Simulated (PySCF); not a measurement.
**Spinor energies of P (phosphorus, neutral)**

Start: [Ne] 3s2 3p2 4s1; 3p3/2 filled at m_j = +1/2, +3/2; 4s1/2 filled at m_j = +1/2. Calculated with PySCF 2.14 in x2c-TZVPall-2c with one added diffuse shell each of s, p type (6s7p2d1f, 44 functions): generalised Hartree-Fock with the X2C-1e Hamiltonian and a Gaussian nucleus; one run each with spin-orbit coupling (SO) switched off, then screened by Boettger's factors. This is a chosen level, not necessarily the ground level.

```
spinor shell  electrons  ε, spin-free (eV)  ε, screened SO (eV)  weight of nominal j (screened SO)  rms radius, screened SO (bohr)
       1s1/2          2            -2187.5              -2187.5                              1.000                           0.120
       2s1/2          2            -210.67              -210.68                              1.000                           0.560
       2p1/2          2            -152.14              -152.83                              0.872                           0.538
       3s1/2          2            -22.745              -22.749                              0.999                            1.98
       3p3/2          2            -14.099              -14.090                              0.821                            2.37
       4s1/2          1             -2.961               -2.962                              1.000                            5.38
```

Q: Where does 2p3/2 lie, and what is the 2p spin-orbit splitting (screened SO)?

A: At -151.81 eV, 1.028 eV above 2p1/2.

| quantity | spin-free | screened SO |
| --- | --- | --- |
| E (hartree) | -341.26627 | -341.26597 |
| M_J | 5/2 | 5/2 |
| ⟨J²⟩ | 8.763 | 8.762 |
| ⟨L²⟩ | 2.010 | 2.012 |
| ⟨S²⟩ | 3.753 | 3.751 |

Each row is a mean over spinors that exchange with the open shell spreads, by up to 5.720 eV (3s1/2).

Rows whose weight is well below 1 are mixtures of j = l ± 1/2: exchange outweighs spin-orbit coupling there, and the label is only the starting occupation.

Without spin-orbit coupling the j labels of p, d and f shells carry no meaning; the spin-free column gives the mean over the occupied spinors of each nl shell.
